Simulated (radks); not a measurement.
All-electron atom: Ca4+ in [He] 2s2 2p5.5 3s2 3p4.5 (fractional occupations, a model configuration).

Method: scalar-relativistic Kohn-Sham, LDA (Slater exchange, Perdew-Wang correlation), spin-unpolarised, spherical densities, point nucleus; computed with a radial shooting solver on a logarithmic mesh with Libxc functionals.

Energy parts (eV):
| part | energy |
|---|---|
| total | -18169.005 |
| kinetic | 18285.511 |
| electron-nucleus | -42211.233 |
| Hartree | 6628.299 |
| exchange-correlation | -871.581 |

Orbitals (lengths in bohr, moments of r in powers of bohr):
orbital  occ.  eigenvalue (eV)      <r^4>
1s          2        -4022.757  0.0001635
2s          2        -485.2767    0.04226
2p        5.5        -408.6343    0.03445
3s          2         -99.8497      2.769
3p        4.5         -79.8317      3.640

The highest occupied level is 3p at -79.832 eV. Summed over all electrons, <r^2> = 10.42 bohr^2, which gives a Langevin (diamagnetic) susceptibility term of -8.25 x 10^-6 cm^3/mol.
